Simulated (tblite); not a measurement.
H8NOSi3 (doublet state).
SMILES with atom numbers: `[SiH3:1][N:2][SiH2:3][O:4][SiH3:5]` (hydrogens: H6, H7, H8 on Si1; H9, H10 on Si3; H11, H12, H13 on Si5)

A start from a force field or distance geometry was refined with tblite, GFN2-xTB geometry optimisation, gas phase. Values at the start:

| coordinate | start |
| --- | --- |
| Si1–N2 | 1.735 Å |
| Si1–H6 | 1.490 Å |
| N2–Si3 | 1.758 Å |
| Si3–O4 | 1.648 Å |
| Si3–H9 | 1.482 Å |
| O4–Si5 | 1.649 Å |
| Si5–H11 | 1.491 Å |
| Si1–N2–Si3 | 110.2° |
| N2–Si3–O4 | 107.1° |
| Si3–O4–Si5 | 139.5° |

Problem. How do these coordinates change at the GFN2-xTB level?

Solution. 
```json
{"coordinate": "N2–Si3", "GFN2-xTB (Å or °)": "1.687", "change": "-0.071"}
{"coordinate": "Si1–N2", "GFN2-xTB (Å or °)": "1.685", "change": "-0.050"}
{"coordinate": "O4–Si5", "GFN2-xTB (Å or °)": "1.614", "change": "-0.035"}
{"coordinate": "Si5–H11", "GFN2-xTB (Å or °)": "1.461", "change": "-0.030"}
{"coordinate": "Si3–O4", "GFN2-xTB (Å or °)": "1.627", "change": "-0.021"}
{"coordinate": "Si1–H6", "GFN2-xTB (Å or °)": "1.470", "change": "-0.020"}
{"coordinate": "Si3–H9", "GFN2-xTB (Å or °)": "1.463", "change": "-0.019"}
{"coordinate": "Si1–N2–Si3", "GFN2-xTB (Å or °)": "150.8", "change": "+40.6"}
{"coordinate": "Si3–O4–Si5", "GFN2-xTB (Å or °)": "154.3", "change": "+14.8"}
{"coordinate": "N2–Si3–O4", "GFN2-xTB (Å or °)": "114.4", "change": "+7.3"}
```

The energy falls by 59.7 kJ/mol over 160 L-BFGS steps, the largest force on an atom goes from 2.00 to 0.008 eV/Å, and the atoms move by 1.033 Å rms after alignment. The bond that changes most is N2–Si3 (ends: nitrogen bonded to 2 Si; silicon bonded to N, O and 2 H), which shortens by 0.071 Å. Bonds longer at the end by more than 0.005 Å: 0 of 12; shorter: 12. Among the dihedrals that turn most is Si1–N2–Si3–H9, from -60° to 122°. Rotational constants go from 7823, 952.8, 886.3 to 3627, 1305, 994.7 MHz.

The run took 0.94 s of wall time on Arm Neoverse V2, one thread, on a shared host.

GFN2-xTB frequencies show an imaginary mode (27i cm⁻¹), so the point is no minimum at that level. 3 starts were optimised and ended at 0.00, 0.09 and 0.15 kcal/mol (GFN2-xTB); the lowest of these is shown.

One conformer stands for the species.

These are computed values.
